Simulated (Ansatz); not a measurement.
Basis-set extrapolation for CH5B2N, SMILES `BB1CN1` (PBE0-D4/def2-TZVP geometry, frozen core, Ansatz). Multiplicity 1, RHF reference.

|  | def2-TZVPP | def2-QZVPP |
| --- | --- | --- |
| HF | -144.589580 | -144.596441 |
| MP2 correlation | -0.566899 | -0.604428 |
| CCSD(T) correlation | -0.627662 | not run |

Energies in hartree. Use E(X) = E(∞) + A·exp(−7.88·√X) for Hartree–Fock and E(X) = E(∞) + B·X^(−2.97) for correlation, with X = 3 and 4, and add CCSD(T) minus MP2 of the smaller set to the MP2 limit.

**Question.** What is the CCSD(T) energy at the basis-set limit?

**Answer.** HF limit: -144.596441 + (-0.006861) × 0.13774 = -144.59739. MP2 limit: -0.604428 + (-0.037529) × 0.74074 = -0.63223. Higher-order term: -0.627662 − (-0.566899) = -0.06076. Total: -145.29038 hartree, 1.99 eV below CCSD(T)/def2-TZVPP.
